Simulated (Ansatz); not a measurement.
`O=CC(Cl)O[SiH3]` + H₂ → `O=CCCl` + silanol at 400 K and 1 bar (hydrogenolysis of a C–O bond).

Isolated molecules relaxed with PBE0-D4/def2-TZVP in Ansatz; ΔE leaves out vibrations. CCSD(T)/CBS adds triple-zeta CCSD(T) − MP2 to the extrapolated MP2 energy (def2 sets, frozen cores). This one scheme is used for every species. Each species was taken in one conformer, which may not be the lowest.

| species | CCSD(T)/CBS energy (Eh) | H − E (kJ/mol) | S (J/(mol·K)) |
| --- | --- | --- | --- |
| `O=CC(Cl)O[SiH3]` | -978.31874 | 213.3 | 412.8 |
| H₂ | -1.17544 | 38.0 | 139.0 |
| `O=CCCl` | -612.83844 | 146.1 | 320.7 |
| `O[SiH3]` | -366.69042 | 120.0 | 276.4 |

H − E and S are ideal-gas, rigid-rotor, harmonic terms from PBE0-D4/def2-TZVP, for one conformer and one mirror image of each species. For small species the MP2-based limit differs from directly extrapolated CCSD(T) by up to some mEh (0.8 for H₂); such offsets cancel only in part. 1 Eh = 2625.50 kJ/mol, R = 8.31446 J/(mol·K).

**Question.** By hand: ΔE, ΔH, ΔS and ΔG.

**Answer.** ΔE = (-612.83844) + (-366.69042) − (-978.31874) − (-1.17544) = -0.03468 Eh = -91.1 kJ/mol. Δ(H − E) = 146.1 + 120.0 − 213.3 − 38.0 = 14.8, so ΔH = -76.3 kJ/mol. ΔS = 320.7 + 276.4 − 412.8 − 139.0 = 45.3 J/(mol·K). ΔG = -76.3 − 400 × (45.3)/1000 = -94.4 kJ/mol.

**Question.** By hand: the equilibrium constant, and the temperature at which ΔG would vanish if ΔH and ΔS stayed fixed.

**Answer.** log₁₀ K = −ΔG/(RT ln 10) = 12.3. ΔH and −TΔS have one sign here, so there is no such temperature.

ΔH outweighs TΔS. A doubt of 5 kJ/mol in ΔE shifts log₁₀ K by 0.7 here. Other conformers and mirror images would add mixing entropy, several J/(mol·K) or more a flexible species. Modes under 60 cm⁻¹, often nearly free rotors, make the harmonic entropy too high. These are equilibria of isolated gas molecules and say nothing of rates. Largest T1 diagnostic: 0.013 (customary marks: 0.02 for closed shells, 0.045 for open ones).
